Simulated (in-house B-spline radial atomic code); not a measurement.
## OLYP excitations of Be III (Be2+)

Method: OLYP. Computed with an all-electron radial atomic-structure program (B-spline basis): linear response of the closed shell 1s2 with the functional's adiabatic kernel; non-relativistic, point nucleus, no spin-orbit coupling, no double excitations, S, P, D and F terms only.

Command:
```bash
python run_td.py task.json out
```
Settings (radii: box in bohr, nucleus in fm):
```
Z                        4
electrons                2
configuration            1s2
hamiltonian              nr
method                   optx,lyp
box_radius               29.48
intervals                47
```

Run time, properties included: 1 thread of Intel(R) Xeon(R) Platinum 8488C (Sapphire Rapids), on a shared host.

The lowest states, in the order of their Tamm-Dancoff energies; the method's threshold (minus the highest occupied level) is 132.60 eV. Labels give the largest channel, * marks a mixed state, and oscillator strengths are full-response dipole values. Semilocal kernels can invert the small singlet-triplet splittings of Rydberg terms. Energies in eV:

```csv
state,full response,Tamm-Dancoff,oscillator strength
1s → 2s 3S,108.65,108.67,-
1s → 2s 1S,?,?,-
1s → 2p 3P,112.32,112.36,-
1s → 2p 1P,?,?,?
1s → 3s 3S,124.43,124.43,-
1s → 3s 1S,125.01,125.03,-
1s → 3p 3P,125.38,125.39,-
1s → 3p 1P,125.76,125.76,0.0682
1s → 3d 3D,126.17,126.17,-
1s → 3d 1D,126.20,126.20,-
1s → 4s 3S,128.39,128.39,-
1s → 4s 1S,128.60,128.61,-
```

Problem. Where does 1s → 2s 1S lie?

Solution. At 111.91 eV in full response, 112.01 eV in Tamm-Dancoff.

Problem. Where does 1s → 2p 1P lie?

Solution. At 114.45 eV in full response, 114.47 eV in Tamm-Dancoff, oscillator strength 0.402.

Problem. How large is the singlet-triplet splitting of 1s → 2s (S terms) in Tamm-Dancoff?

Solution. 3.34 eV, from the unrounded values.

Problem. What polarisabilities and dispersion coefficient does the method give?

Solution. Dipole 0.05505 bohr³, quadrupole 0.01763 bohr⁵, C6 0.01198 hartree·bohr⁶ for two such species.
